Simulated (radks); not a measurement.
Question: These are the eigenvalues of the occupied orbitals of an atom or ion with whole-number occupations (eV). Method: Dirac Kohn-Sham, XLYP, spin-unpolarised, spherical densities, point nucleus; computed with a radial shooting solver on a logarithmic mesh with Libxc functionals.

| orbital | eigenvalue |
|---|---|
| 1s1/2 | -73789.68 |
| 2s1/2 | -12847.83 |
| 2p1/2 | -12299.68 |
| 2p3/2 | -10767.63 |
| 3s1/2 | -2995.212 |
| 3p1/2 | -2750.378 |
| 3p3/2 | -2416.293 |
| 3d3/2 | -2006.814 |
| 3d5/2 | -1934.459 |
| 4s1/2 | -637.7968 |
| 4p1/2 | -535.1306 |
| 4p3/2 | -456.6237 |
| 4d3/2 | -288.3527 |
| 4d5/2 | -273.8167 |
| 5s1/2 | -98.9675 |
| 5p1/2 | -67.3488 |
| 4f5/2 | -60.8770 |
| 4f7/2 | -58.0718 |
| 5p3/2 | -55.1131 |
| 5d3/2 | -14.4962 |
| 5d5/2 | -13.4191 |
| 6s1/2 | -13.0937 |

Which element is it, and in what charge state? The configuration may be excited. Open shells, if any, fill j = l - 1/2 first.

Answer: Z = 76, osmium, charge +1: Os+ in [Xe] 4f14 5d6 6s1. The list shows which subshells hold electrons but not how many an open one holds; the 1s level, -2711.7 hartree, gives Z - s = 73.6 by -(Z - s)^2/2, which with screening and relativity narrows Z to a few neighbours, and the depths of the outer levels then fix element, charge and occupations together.
